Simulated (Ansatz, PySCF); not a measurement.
CH9ClOSi3, SMILES O[SiH2][SiH2][Si@H](Cl)C. Atoms are numbered in the order given.

```xyz
15

C     -3.0477     0.9093     0.4187
Si    -1.4942     0.1477    -0.2913
Cl    -0.4872     1.6033    -1.4132
Si     0.0718    -0.5711     1.2967
Si     2.1472    -0.5898     0.2146
O      3.2178    -1.4185     1.1973
H     -2.7962     1.7434     1.0904
H     -3.6957     1.2892    -0.3857
H     -3.6087     0.1554     0.9936
H     -1.8345    -0.9579    -1.2369
H     -0.2909    -1.9326     1.8039
H      0.0798     0.3855     2.4491
H      2.6006     0.8158    -0.0291
H      1.9979    -1.2561    -1.1202
H      4.1278    -1.4664     0.8886
```
Charge 0, spin multiplicity 1.

Geometry optimised at PBE0-D3(BJ)/def2-SVP. The structure was generated by enumeration; whether it is a known compound was not checked. Other conformers were not sampled.

Two levels are set side by side: PBE-D3(BJ)/def2-SVP (Ansatz, a quantum-chemistry and plane-wave program) and PBE0-D3(BJ)/def2-SVP (Ansatz). Each level has its own optimised geometry; the coordinates shown are those of the second. Frequencies come from the Hessian of PySCF at each geometry. Differences are taken from unrounded values.

```json
[
 {"quantity": "mean bond length (Å)", "PBE0-D3(BJ)": "1.577"},
 {"quantity": "bond C1–Si2 (Å)", "PBE0-D3(BJ)": "1.870"},
 {"quantity": "bond Si2–Cl3 (Å)", "PBE0-D3(BJ)": "2.096"},
 {"quantity": "bond Si2–Si4 (Å)", "PBE0-D3(BJ)": "2.343"},
 {"quantity": "bond Si4–Si5 (Å)", "PBE0-D3(BJ)": "2.341"},
 {"quantity": "bond Si5–O6 (Å)", "PBE0-D3(BJ)": "1.673"},
 {"quantity": "bond C1–H7 (Å)", "PBE0-D3(BJ)": "1.100"},
 {"quantity": "bond C1–H8 (Å)", "PBE0-D3(BJ)": "1.101"},
 {"quantity": "bond C1–H9 (Å)", "PBE0-D3(BJ)": "1.102"},
 {"quantity": "bond Si2–H10 (Å)", "PBE0-D3(BJ)": "1.494"},
 {"quantity": "bond Si4–H11 (Å)", "PBE0-D3(BJ)": "1.498"},
 {"quantity": "bond Si4–H12 (Å)", "PBE0-D3(BJ)": "1.498"},
 {"quantity": "bond Si5–H13 (Å)", "PBE0-D3(BJ)": "1.497"},
 {"quantity": "bond Si5–H14 (Å)", "PBE0-D3(BJ)": "1.499"},
 {"quantity": "bond O6–H15 (Å)", "PBE0-D3(BJ)": "0.962"},
 {"quantity": "highest harmonic wavenumber (cm⁻¹)", "PBE0-D3(BJ)": "3920"},
 {"quantity": "mean harmonic wavenumber (cm⁻¹)", "PBE0-D3(BJ)": "1083"},
 {"quantity": "zero-point energy (kcal/mol)", "PBE0-D3(BJ)": "60.36"}
]
```

Q: What does PBE-D3(BJ) give, and how far is it from PBE0-D3(BJ)? (Estimate from the structure and the level; the computed values follow.)

A: 
```
quantity                            PBE-D3(BJ)  PBE-D3(BJ) minus PBE0-D3(BJ)
----------------------------------  ----------  ----------------------------
mean bond length (Å)                     1.587                         0.011
bond C1–Si2 (Å)                          1.882                         0.012
bond Si2–Cl3 (Å)                         2.110                         0.014
bond Si2–Si4 (Å)                         2.352                         0.009
bond Si4–Si5 (Å)                         2.349                         0.008
bond Si5–O6 (Å)                          1.690                         0.017
bond C1–H7 (Å)                           1.108                         0.008
bond C1–H8 (Å)                           1.109                         0.008
bond C1–H9 (Å)                           1.110                         0.008
bond Si2–H10 (Å)                         1.506                         0.012
bond Si4–H11 (Å)                         1.508                         0.011
bond Si4–H12 (Å)                         1.508                         0.010
bond Si5–H13 (Å)                         1.509                         0.012
bond Si5–H14 (Å)                         1.511                         0.012
bond O6–H15 (Å)                          0.974                         0.012
highest harmonic wavenumber (cm⁻¹)        3748                          -172
mean harmonic wavenumber (cm⁻¹)           1046                           -36
zero-point energy (kcal/mol)             58.34                         -2.01
```

GGA bonds tend to be longer and softer than those of functionals with exact exchange. Differences between two approximate levels are no errors against the true value.
